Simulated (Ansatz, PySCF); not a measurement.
C₂H₇Si, SMILES [SiH2]([CH2])C, multiplicity 2. Atoms are numbered in the order given.

```xyz
10

C      1.5379     0.6043     0.1700
Si     0.0744    -0.4596    -0.2320
C     -1.5284     0.3545     0.3165
H      2.5678     0.2279     0.1577
H      1.4508     1.6724     0.4044
H      0.0189    -0.7204    -1.7109
H      0.2339    -1.7980     0.4246
H     -1.5344     0.5224     1.4053
H     -2.3986    -0.2722     0.0650
H     -1.6618     1.3300    -0.1785
```
Charge 0, spin multiplicity 2.

Geometry optimised at r2SCAN-D4/def2-SVP. The isomer is the one that the SMILES or the coordinates give; other isomers of the formula were not compared.

Two levels are set side by side: PBE-D3(BJ)/def2-SVP (Ansatz, a first-principles code) and r2SCAN-D4/def2-SVP (PySCF). Each level has its own optimised geometry; the coordinates shown are those of the second. Frequencies come from the Hessian of PySCF at each geometry. Differences are taken from unrounded values.

| quantity | r2SCAN-D4 |
|---|---|
| mean bond length (Å) | 1.359 |
| bond C1–Si2 (Å) | 1.853 |
| bond Si2–C3 (Å) | 1.880 |
| bond C1–H4 (Å) | 1.097 |
| bond C1–H5 (Å) | 1.097 |
| bond Si2–H6 (Å) | 1.503 |
| bond Si2–H7 (Å) | 1.499 |
| bond C3–H8 (Å) | 1.102 |
| bond C3–H9 (Å) | 1.101 |
| bond C3–H10 (Å) | 1.102 |
| highest harmonic wavenumber (cm⁻¹) | 3232 |
| mean harmonic wavenumber (cm⁻¹) | 1386 |
| zero-point energy (kcal/mol) | 47.56 |

Question: What does PBE-D3(BJ) give, and how far is it from r2SCAN-D4? (The exact figures need the calculation; the answer reports its results.)

Answer: 
```
quantity                            PBE-D3(BJ)  PBE-D3(BJ) minus r2SCAN-D4
----------------------------------  ----------  --------------------------
mean bond length (Å)                     1.368                       0.008
bond C1–Si2 (Å)                          1.859                       0.005
bond Si2–C3 (Å)                          1.891                       0.012
bond C1–H4 (Å)                           1.104                       0.007
bond C1–H5 (Å)                           1.104                       0.007
bond Si2–H6 (Å)                          1.515                       0.012
bond Si2–H7 (Å)                          1.509                       0.010
bond C3–H8 (Å)                           1.108                       0.007
bond C3–H9 (Å)                           1.109                       0.007
bond C3–H10 (Å)                          1.109                       0.007
highest harmonic wavenumber (cm⁻¹)        3165                         -67
mean harmonic wavenumber (cm⁻¹)           1349                         -37
zero-point energy (kcal/mol)             46.28                       -1.28
```
